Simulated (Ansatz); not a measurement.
System: sum formula ZnO2H2 (charge +1, doublet). The spin state was set by rule; other spins were not relaxed. 
Geometry from a B3LYP-D3(BJ)/def2-TZVP (Ansatz, an electronic-structure program) optimisation:
```xyz
5

Zn    -0.0009     0.0183     0.0023
O      1.3567     0.0958    -1.1564
H      1.7616     0.9376    -1.4351
O     -1.3449    -0.3284     1.1272
H     -1.8285     0.3738     1.5996
```
Charge +1, spin multiplicity 2.

Parts of the frozen-core correlation energy in def2-TZVPP (Ansatz, hartree). Frozen orbitals: 11; correlated occupied orbitals by spin: 13 and 12; virtual: 130 and 131. Open shells are spin-unrestricted. Spin-orbit coupling is left out. No relativistic terms.

```json
[
 {"term": "reference (HF)", "value": "-1928.44827"},
 {"term": "MP2 opposite-spin", "value": "?"},
 {"term": "MP2 same-spin", "value": "?"},
 {"term": "CCSD correlation", "value": "-0.89739"},
 {"term": "(T)", "value": "?"},
 {"term": "T1 diagnostic", "value": "0.039"},
 {"term": "largest doubles amplitude", "value": "0.029"},
 {"term": "<S^2> of the reference", "value": "0.757"}
]
```

Some entries are withheld; supply them.


- MP2 opposite-spin, value: -0.64021
- MP2 same-spin, value: -0.28828
- (T), value: -0.02965
